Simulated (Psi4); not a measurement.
Pair of molecules, SMILES C#N with SMILES O=CO (the first has 3 atoms); geometry from B3LYP-D3(BJ)/def2-TZVP, rigid monomers moved along the line of their centres of mass till N2···H8 is 3.42 Å.
(charge 0, multiplicity 1):
```xyz
8

C      0.2913     0.1946    -0.1467
N     -0.2525    -0.2945     0.7320
H      0.8014     0.6532    -0.9642
O      0.9634     0.6209     5.3404
C      0.1208    -0.1107     5.7850
O     -0.7459    -0.8317     5.0733
H     -0.0442    -0.2812     6.8583
H     -0.5922    -0.6743     4.1158
```

All values below come from SAPT0/jun-cc-pV(D+d)Z run with Psi4 1.11.

Problem. Give the four SAPT terms and the total, and say what mostly holds the pair together.

Solution. electrostatics -1.77, exchange 0.04, induction -0.10, dispersion -0.18, total -2.02 kcal/mol; the largest attraction is electrostatics.
